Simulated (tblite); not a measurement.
Task: What does the GFN2-xTB structure of InChI=1S/C7H14N2/c1-6(2)7-4-8-9(3)5-7/h4,6-7H,5H2,1-3H3/t7-/m0/s1 look like in three dimensions?

Result: 
```
atom  x, y, z in Å
C1    -1.6225   -1.1113    0.1841
C2    -1.4243    0.2065   -0.5612
C3    -2.5177    1.2022   -0.1795
C4    -0.0320    0.8121   -0.2930
C5     0.3317    0.8256    1.1756
N6     1.3079    0.0666    1.4688
N7     1.7354   -0.6011    0.3762
C8     3.1148   -0.9947    0.3435
C9     1.1303   -0.0394   -0.8339
H10   -1.6243   -0.9424    1.2586
H11   -0.8277   -1.8165   -0.0446
H12   -2.5722   -1.5617   -0.0966
H13   -1.4960    0.0158   -1.6394
H14   -3.4982    0.7921   -0.4108
H15   -2.3998    2.1353   -0.7273
H16   -2.4818    1.4204    0.8851
H17   -0.0176    1.8243   -0.7102
H18   -0.1870    1.3812    1.9322
H19    3.4045   -1.2946    1.3479
H20    3.2302   -1.8407   -0.3353
H21    3.7749   -0.1813    0.0095
H22    1.8657    0.5738   -1.3737
H23    0.8010   -0.8452   -1.4932
```

Any rigid rotation of these coordinates is as good. Atoms count from 1 in this order. N7 (nitrogen bonded to 2 C and N) is pyramidal (angles 118.9°, 117.3° and 110.4°, sum 346.6°, 0.30 Å off the plane of its three neighbours). The 5-membered ring C4–C5–N6–N7–C9 has internal angles of 99.5° to 113.8°; it is slightly puckered (a soft mode that the optimisation may not have finished), 0.06 Å rms from its mean plane, widest ring torsion 15°. Of the pairs four or more bonds apart, C5···H10 is among the closest relative to their van der Waals radii: 2.64 Å, 91 % of the sum of Bondi's values. The 5 C–C bonds span 1.513 Å (C4–C5, drawn single) to 1.542 Å (C2–C4, drawn single), a spread of 0.029 Å.

Bonds between heavy atoms (Å): C1–C2 1.527, C2–C3 1.527, C2–C4 1.542, C4–C5 1.513, C5=N6 1.271, N6–N7 1.350, N7–C8 1.435, N7–C9 1.465, C4–C9 1.539.

The geometry is computed with GFN2-xTB (gas phase).

Point group: C1 (no symmetry element, even within 0.4 Å). Its GFN2-xTB frequencies are all real (lowest 64 cm⁻¹). The numbers are those of one conformer (C1–C2–C4–C5 -47°, C2–C4–C5–N6 114°, C5–N6–N7–C8 152°, N6–N7–C9–C4 -15°, C2–C4–C9–N7 -108°).

The run took 1.1 s on an Arm Neoverse V1 with one thread, shared host with 32 logical CPUs at a one-minute load of 19. These figures are those of the optimisation.
